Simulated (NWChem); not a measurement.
Everything below was run with NWChem. System: CuF, charge 0, spin multiplicity 1, displaced from the optimised geometry. The structure started from a generated list of species. Level: PBE/def2-TZVP.

Part of the output:

```
             Northwest Computational Chemistry Package (NWChem) 7.3.0
             --------------------------------------------------------

                                NWChem Input Module
                                -------------------

 Scaling coordinates for geometry "geometry" by  1.889725989
 (inverse scale =  0.529177249)

                             Geometry "geometry" -> ""
                             -------------------------

 Output coordinates in angstroms (scale by  1.889725989 to convert to a.u.)

  No.       Tag          Charge          X              Y              Z
 ---- ---------------- ---------- -------------- -------------- --------------
    1 Cu                  29.0000     0.00000000     0.00000000    -0.42100500
    2 F                    9.0000     0.00000000     0.00000000     1.35657200

 Effective nuclear repulsion energy (a.u.)      77.6986099555

            Nuclear Dipole moment (a.u.)
            ----------------------------
        X                 Y               Z
 ---------------- ---------------- ----------------
     0.0000000000     0.0000000000     0.0000056692


 Summary of "ao basis" -> "" (spherical)
 ------------------------------------------------------------------------------
       Tag                 Description            Shells   Functions and Types
 ---------------- ------------------------------  ------  ---------------------
 *                         def2-tzvp                  on all atoms

  pbe96 is a nonlocal functional; adding pw91lda local functional.

                                 NWChem DFT Module
                                 -----------------

 Summary of "ao basis" -> "ao basis" (spherical)
 ------------------------------------------------------------------------------
       Tag                 Description            Shells   Functions and Types
 ---------------- ------------------------------  ------  ---------------------
 Cu                        def2-tzvp                15       45   6s4p4d1f
 F                         def2-tzvp                11       31   5s3p2d1f

 Summary of "ao basis" -> "ao basis" (spherical)
 ------------------------------------------------------------------------------
       Tag                 Description            Shells   Functions and Types
 ---------------- ------------------------------  ------  ---------------------
 Cu                        def2-tzvp                15       45   6s4p4d1f
[...]
           0.000000000000           0.000000000000           0.000000000000

     Multipole analysis of the density
     ---------------------------------

     L   x y z        total         alpha         beta         nuclear
     -   - - -        -----         -----         ----         -------
     0   0 0 0     -0.000000    -19.000000    -19.000000     38.000000

     1   1 0 0      0.000000      0.000000      0.000000      0.000000
     1   0 1 0      0.000000      0.000000      0.000000      0.000000
     1   0 0 1     -1.862489     -0.931247     -0.931247      0.000006

     2   2 0 0    -13.058943     -6.529472     -6.529472      0.000000
     2   1 1 0      0.000000      0.000000      0.000000      0.000000
     2   1 0 1      0.000000      0.000000      0.000000      0.000000
     2   0 2 0    -13.058943     -6.529472     -6.529472      0.000000
     2   0 1 1      0.000000      0.000000      0.000000      0.000000
     2   0 0 2    -13.984107    -45.742921    -45.742921     77.501735

            General Information
            -------------------
          SCF calculation type: DFT
          Wavefunction type:  closed shell.
          No. of atoms     :     2
          No. of electrons :    38
           Alpha electrons :    19
            Beta electrons :    19
          Charge           :     0
          Spin multiplicity:     1
          Use of symmetry is: off; symmetry adaption is: off
          Maximum number of iterations: 100
          AO basis - number of functions:    76
                     number of shells:    26
          Convergence on energy requested:  1.00D-06
          Convergence on density requested:  1.00D-05
          Convergence on gradient requested:  5.00D-04

              XC Information
              --------------
          PerdewBurkeErnzerhof Exchange Functional  1.000
            Perdew 1991 LDA Correlation Functional  1.000 local
           PerdewBurkeErnz. Correlation Functional  1.000 non-local

             Grid Information
             ----------------
          Grid used for XC integration:  medium
          Radial quadrature: Mura-Knowles
          Angular quadrature: Lebedev.
          Tag              B.-S. Rad. Rad. Pts. Rad. Cut. Ang. Pts.
          ---              ---------- --------- --------- ---------
          Cu                  1.35      112           8.0       590
          F                   0.50       49           8.0       434
          Grid pruning is: on
          Number of quadrature shells:   161
          Spatial weights used:  Erf1

          Convergence Information
          -----------------------
          Convergence aids based upon iterative change in
          total energy or number of iterations.
          Levelshifting, if invoked, occurs when the
          HOMO/LUMO gap drops below (HL_TOL):  1.00D-02
          DIIS, if invoked, will attempt to extrapolate
          using up to (NFOCK): 10 stored Fock matrices.

                    Damping( 0%)  Levelshifting(0.5)       DIIS
                  --------------- ------------------- ---------------
          dE  on:    start            ASAP                start
          dE off:    2 iters        100 iters           100 iters

      Screening Tolerance Information
      -------------------------------
          Density screening/tol_rho:  1.00D-10
          AO Gaussian exp screening on grid/accAOfunc:  14
          CD Gaussian exp screening on grid/accCDfunc:  20
          XC Gaussian exp screening on grid/accXCfunc:  20
          Schwarz screening/accCoul:  1.00D-08

                            NWChem DFT Gradient Module
                            --------------------------

  charge          =   0.00
  wavefunction    = closed shell

                         DFT ENERGY GRADIENTS

    atom               coordinates                        gradient
                 x          y          z           x          y          z
   1 Cu      0.000000   0.000000  -0.795584    0.000000   0.000000  -0.005611
   2 F       0.000000   0.000000   2.563549   -0.000000  -0.000000   0.005611

                 ----------------------------------------
                 |  Time  |  1-e(secs)   |  2-e(secs)   |
                 ----------------------------------------
                 |  CPU   |       0.00   |       3.31   |
                 ----------------------------------------
                 |  WALL  |       0.00   |       3.31   |
                 ----------------------------------------

 Task  times  cpu:       12.3s     wall:       12.3s

 Total times  cpu:       12.4s     wall:       12.4s
```

### Question
Write an NWChem input that would produce this output.

### Answer
This is not unique; one that fits is 
```
start mol
memory heap 200 mb stack 900 mb global 1100 mb
geometry units angstroms nocenter noautoz noautosym
  Cu     0.000000     0.000000    -0.421005
  F      0.000000     0.000000     1.356572
end
basis spherical
  * library def2-tzvp
end
dft
  xc xpbe96 cpbe96
  semidirect memsize 60000000 filesize 0
  iterations 100
end
task dft gradient
```
